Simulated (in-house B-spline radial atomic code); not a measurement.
Ionisation energies along the 20-electron series, configuration [Ar] 3d2, as differences of self-consistent energies. Dirac energy differences include first-order Breit, QED and recoil terms. NIST's values go from ground level to ground level; the uncertainty of those that are theory runs from under 0.1 % in few-electron ions to several per cent in heavy many-electron ones. Computed with an all-electron radial atomic-structure program (B-spline basis): Dirac-Hartree-Fock, average of the configuration, finite nuclei.

```csv
ion,configuration after,ionisation energy (eV),IE/(q+1)² (eV),Breit and QED recoil part (eV),tabulated value (eV),tabulated kind,computed minus tabulated (eV)
Rh25+,[Ar] 3d1,1267.2,1.8746,-0.29002,1274,tabulated theory,-7
Pd26+,[Ar] 3d1,1358.1,1.863,-0.32856,1366,tabulated theory,-8
Ag27+,[Ar] 3d1,1452.1,1.8521,-0.37008,1460,tabulated theory,-8
Cd28+,[Ar] 3d1,1549.1,1.842,-0.4146,1558,tabulated theory,-9
In29+,[Ar] 3d1,1649.2,1.8324,-0.46233,1659,tabulated theory,-10
Sn30+,[Ar] 3d1,1752.3,1.8234,-0.51329,1763,tabulated theory,-11
Sb31+,[Ar] 3d1,1858.5,1.815,-0.56767,1869,tabulated theory,-10
Te32+,[Ar] 3d1,1967.8,1.807,-0.62544,1979,tabulated theory,-11
I33+,[Ar] 3d1,2080.2,1.7994,-0.68691,2093,tabulated theory,-13
Xe34+,[Ar] 3d1,2195.6,1.7923,-0.75199,2209,tabulated theory,-13
Cs35+,[Ar] 3d1,2314.1,1.7855,-0.82091,2329,tabulated theory,-15
Ba36+,[Ar] 3d1,2435.6,1.7791,-0.89368,2452,tabulated theory,-16
La37+,[Ar] 3d1,2560.3,1.773,-0.9705,2577,tabulated theory,-17
Ce38+,[Ar] 3d1,2688.0,1.7673,-1.0514,2706,tabulated theory,-18
Pr39+,[Ar] 3d1,2818.8,1.7618,-1.1366,2838,tabulated theory,-19
Nd40+,[Ar] 3d1,2952.7,1.7565,-1.2261,2974,tabulated theory,-21
Pm41+,[Ar] 3d1,3089.7,1.7515,-1.32,3112,tabulated theory,-22
Sm42+,[Ar] 3d1,3229.8,1.7468,-1.4184,3253,tabulated theory,-23
Eu43+,[Ar] 3d1,3373.0,1.7422,-1.5216,3398,tabulated theory,-25
Gd44+,[Ar] 3d1,3519.3,1.7379,-1.6295,3546,tabulated theory,-27
Tb45+,[Ar] 3d1,3668.7,1.7338,-1.7423,3698,tabulated theory,-29
Dy46+,[Ar] 3d1,3821.2,1.7298,-1.86,3852,tabulated theory,-31
Ho47+,[Ar] 3d1,3976.8,1.7261,-1.9829,4009,tabulated theory,-32
Er48+,[Ar] 3d1,4135.6,1.7224,-2.1111,4170,tabulated theory,-34
```

Where a p, d or f electron is removed, the computed value is a mean over both j, so it misses the tabulated one by a part of the spin-orbit splitting; averaging over terms and missing correlation add to the gap, relatively most at low charge.
